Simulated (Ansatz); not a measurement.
Consider the ligand exchange at a B–C bond: `BCB` + arsine → `B[AsH2]` + `BC`.

Calculated with Ansatz (gas phase, PBE0-D4/def2-TZVP geometries, no zero-point term in ΔE). CBS: MP2 limit from def2 TZ/QZ plus the TZ coupled-cluster correction, frozen cores. This one scheme is used for every species. DFT in def2-TZVPP. HSE06 is defined as in plane-wave codes. For As outer-core shells are correlated without core-valence functions, which leaves a few kJ/mol of doubt a bond. Scalar relativity is left out up to krypton.

```tsv
level	ΔE (kcal/mol)	difference from CCSD(T)/CBS
LDA (SPW92)	-0.1	1.5
PBE-D4	-1.2	0.4
BLYP-D4	-0.7	0.9
r2SCAN-D4	-1.2	0.4
B97M-V	-0.6	1.0
PBE0-D4	-1.2	0.4
r2SCANh-D4	-1.2	0.4
r2SCAN0-D4	-1.2	0.4
HSE06-D4	-1.3	0.3
BHLYP-D4	-1.0	0.6
CAM-B3LYP-D4	-0.2	1.4
ωB97X-V	-0.7	0.9
ωB97M-V	0.0	1.6
B2PLYP	-1.3	0.3
PBE-QIDH	-1.5	0.1
PBE	-1.3	0.3
BLYP	-0.9	0.7
r2SCAN	-1.2	0.4
PBE0	-1.3	0.3
r2SCANh	-1.2	0.4
r2SCAN0	-1.2	0.4
HSE06	-1.3	0.3
BHLYP	-0.9	0.7
CAM-B3LYP	-0.3	1.3
LC-ωPBE	-0.6	1.0
RPA@PBE/def2-TZVPP	-1.2	0.4
HF/def2-SVP	-0.6	1.0
MP2/def2-SVP	0.1	1.7
CCSD/def2-SVP	0.4	2.0
CCSD(T)/def2-SVP	0.4	2.0
HF/def2-TZVPP	-1.4	0.2
MP2/def2-TZVPP	-1.7	-0.1
SCS-MP2/def2-TZVPP	-1.3	0.3
CCSD/def2-TZVPP	-1.4	0.2
CCSD(T)/def2-TZVPP	-1.4	0.2
HF/def2-QZVPP	-1.2	0.4
SCS-MP2/def2-QZVPP	-1.3	0.3
HF/CBS(def2)	-1.1	0.5
MP2/CBS(def2)	-1.9	-0.3
CCSD/CBS(def2)	-1.6	0.0
CCSD(T)/CBS	-1.6	0
```

Largest T1 diagnostic among the species: 0.014.

Leaving LDA and LC-ωPBE aside and taking each functional with its dispersion term where it has one, the values spread over 1.5 kcal/mol, from PBE-QIDH to ωB97M-V. LDA lies +1.2 kcal/mol from PBE without D4. At CCSD(T), def2-SVP lies +2.0 kcal/mol from the extrapolated value and def2-TZVPP +0.2 kcal/mol.
